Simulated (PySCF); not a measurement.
Unknown compound

The spectra below were simulated for a compound C7H5F3O.

¹H NMR (600 MHz, computed): δ 6.33 (s, 2H), 2.29 (s, 3H).

¹³C{¹H} NMR (computed): δ 201.5 (C), 184.2 (C), 182.0 (C), 126.5 (C), 120.5 (C), 116.8 (CH2), 21.4 (CH3).

Level of theory: NMR shieldings at PBE0/pcSseg-1/GIAO, GFN2-xTB geometry, in PySCF 2.14 (no relativistic terms, no solvent model, one conformer, one averaged value for each set of equivalent atoms).

Scale: ¹H (31.72 ppm), ¹³C (186.93 ppm) vs TMS (reference shieldings calculated alike).

Which of these isomers gave the spectra?
A. C=C1C=C(OC(F)(F)F)C1=C
B. FC(F)(F)Oc1ccccc1
C. C=C=C=C(C)C(=O)C(F)(F)F
D. FC1=C(C(F)F)[C@@H]2C=C[C@H]1O2
E. CC#C/C=C/C(=O)C(F)(F)F
F. C=CC1=C(OC(F)(F)F)C1=C

Answers

C. 

- Rings plus π bonds: 4 (no ring in the answer).
- 7 carbon signals for 7 carbons: no two carbons are equivalent.
- Carbon types of the structure: 5 × C, 1 × CH2, 1 × CH3, which accounts for all hydrogens.
- δC 201.5, 182.0: central carbon of an allene.
- δC 184.2: ketone carbonyl carbon; low-lying n→π* states of the double bond to the heteroatom give a large paramagnetic term (-248 ppm).
- δC 126.5: CF3 carbon; 3 electronegative neighbours deshield it.
- δC 120.5, 116.8: terminal carbon of a cumulated C=C=C unit.
- δH 2.29: hydrogen on an allylic methyl carbon; allylic position.

The others: FC(F)(F)Oc1ccccc1 would give 5 carbon signals, not 7; CC#C/C=C/C(=O)C(F)(F)F would give 3 signals for carbon-bound and other non-exchanging H, not 2; FC1=C(C(F)F)[C@@H]2C=C[C@H]1O2 would give 5 signals for carbon-bound and other non-exchanging H, not 2; C=CC1=C(OC(F)(F)F)C1=C would give 5 signals for carbon-bound and other non-exchanging H, not 2; C=C1C=C(OC(F)(F)F)C1=C would give 5 signals for carbon-bound and other non-exchanging H, not 2.

Splittings by ¹⁹F in the carbon and heteronuclear signals aren't shown, as no couplings were computed. Shifts are as computed. Against solution values, carbons near 30 ppm lie about +3 ppm off and those near 130 ppm about +5 ppm. Of 1211 compounds with measured shifts, 218 miss one by over three times the rms of a fit or turn the order of signals round; such compounds aren't used in these exercises. Multiplicities follow the n + 1 count of equivalent neighbours, as no J values were calculated; m marks all less simple cases, F and P coupling included.
